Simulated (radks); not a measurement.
Question: Ca, configuration [Ar] 4s1 4f1 (not the ground configuration). All-electron calculation, scalar-relativistic Kohn-Sham, SCAN, spin-polarised, spherical densities, finite nucleus; open shells are filled with parallel spins first; meta-GGA in the generalised Kohn-Sham scheme; Fermi nuclear charge, rms radius 3.4776 fm. Program: a radial shooting solver on a logarithmic mesh with Libxc functionals. Some entries of the table are withheld. Estimate them.

orbital  occ.  eigenvalue (eV)  <1/r> (bohr^-1)  <r^2> (bohr^2)
1s up       1        -3972.800            19.74        0.007950
1s down     1        -3972.762            19.74        0.007950
2s up       1        -426.4187            4.065          0.1561
2s down     1        -426.3926            4.065          0.1561
2p up       3        -344.4659              (1)          0.1325
2p down     3        -344.4279              (2)          0.1325
3s up       1         -54.0470            1.205             (3)
3s down     1         -53.9470            1.203             (4)
3p up       3         -34.0077            1.075           1.896
3p down     3         -33.8933            1.077           1.877
4s up       1          -7.7274           0.3548           14.76
4f up       1          -0.4203          0.06355           336.7

Answer: 
(1) 2p up <1/r> (bohr^-1): 3.954
(2) 2p down <1/r> (bohr^-1): 3.954
(3) 3s up <r^2> (bohr^2): 1.538
(4) 3s down <r^2> (bohr^2): 1.543
